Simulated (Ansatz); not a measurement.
`B[SiH2]F` + ethanol → `B[SiH2]OCC` + H–F at 298.15 K and 1 bar (ligand exchange at the Si–F bond).

Isolated molecules relaxed with PBE0-D4/def2-TZVP in Ansatz; ΔE leaves out vibrations. CCSD(T)/CBS adds triple-zeta CCSD(T) − MP2 to the extrapolated MP2 energy (def2 sets, frozen cores). This one scheme is used for every species. One conformer a species, not always the lowest.

```
     species  CCSD(T)/CBS energy (Eh)  H − E (kJ/mol)  S (J/(mol·K))
  `B[SiH2]F`               -416.08532           118.3          289.1
       `CCO`               -154.88256           224.2          269.4
`B[SiH2]OCC`               -470.55751           306.0          370.5
         H–F               -100.39570            33.5          173.6
```

H − E and S are ideal-gas, rigid-rotor, harmonic terms from PBE0-D4/def2-TZVP, for one conformer and one mirror image of each species. 1 Eh = 2625.50 kJ/mol, R = 8.31446 J/(mol·K).

Task: By hand: ΔE, ΔH, ΔS and ΔG.

Result: ΔE = (-470.55751) + (-100.39570) − (-416.08532) − (-154.88256) = 0.01467 Eh = 38.5 kJ/mol. Δ(H − E) = 306.0 + 33.5 − 118.3 − 224.2 = -3.0, so ΔH = 35.5 kJ/mol. ΔS = 370.5 + 173.6 − 289.1 − 269.4 = -14.4 J/(mol·K). ΔG = 35.5 − 298.15 × (-14.4)/1000 = 39.8 kJ/mol.

Task: By hand: the equilibrium constant, and the temperature at which ΔG would vanish if ΔH and ΔS stayed fixed.

Result: log₁₀ K = −ΔG/(RT ln 10) = -7.0. ΔH and −TΔS have one sign here, so there is no such temperature.

The number of gas molecules stays the same, so ΔS is small and ΔH decides. A doubt of 5 kJ/mol in ΔE shifts log₁₀ K by 0.9 here. Other conformers and mirror images would add mixing entropy, several J/(mol·K) or more a flexible species. Modes under 60 cm⁻¹, often nearly free rotors, make the harmonic entropy too high. These are equilibria of isolated gas molecules and say nothing of rates. Largest T1 diagnostic: 0.012 (customary marks: 0.02 for closed shells, 0.045 for open ones).
